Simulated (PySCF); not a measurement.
Species: [WO3Br]- (charge -1 and singlet state).
Cartesian coordinates in Å at the PBE0-D3(BJ)/def2-SVP level; atoms count from 1:
```
atom  x, y, z in Å
W1     0.0813    0.0954    0.0524
O2     0.0089   -0.0532    1.7826
O3     1.7447    0.1743   -0.4451
O4    -0.7304    1.5542   -0.4306
Br5   -1.0296   -1.8811   -1.0213
```

Theory: PBE0-D3(BJ)/def2-SVP geometry optimisation, gas phase, def2 core potentials past Kr in PySCF.

**Question.** Which atoms are bound to W1, and at what distances?

**Answer.** 4 atoms: O4 1.738 Å, O3 1.738 Å, O2 1.738 Å, Br5 2.509 Å.

**Question.** List the angles at W1.

**Answer.** 
```json
{"angle": "O2–W1–Br5", "degrees": "109.9", "distance of the outer atoms (Å)": "3.50"}
{"angle": "O3–W1–Br5", "degrees": "109.7", "distance of the outer atoms (Å)": "3.50"}
{"angle": "O4–W1–Br5", "degrees": "109.6", "distance of the outer atoms (Å)": "3.50"}
{"angle": "O3–W1–O4", "degrees": "109.2", "distance of the outer atoms (Å)": "2.83"}
{"angle": "O2–W1–O4", "degrees": "109.2", "distance of the outer atoms (Å)": "2.83"}
{"angle": "O2–W1–O3", "degrees": "109.2", "distance of the outer atoms (Å)": "2.83"}
```

**Question.** What is the shape at W1?

**Answer.** Tetrahedral: angles from 109.2° to 109.9°; τ4 = (360° − α − β)/141° = 1.00 with α and β the two widest (0 for a square, 1 for a tetrahedron).

**Question.** What are the rotational constants (commonest isotopes, rigid rotor)?

**Answer.** A = 3935, B = 1043, C = 1043 MHz: a prolate symmetric top.

Point group: C3v (tolerance 0.08 Å). Charge -1, singlet. PBE0-D3(BJ)/def2-SVP frequencies: not computed here.
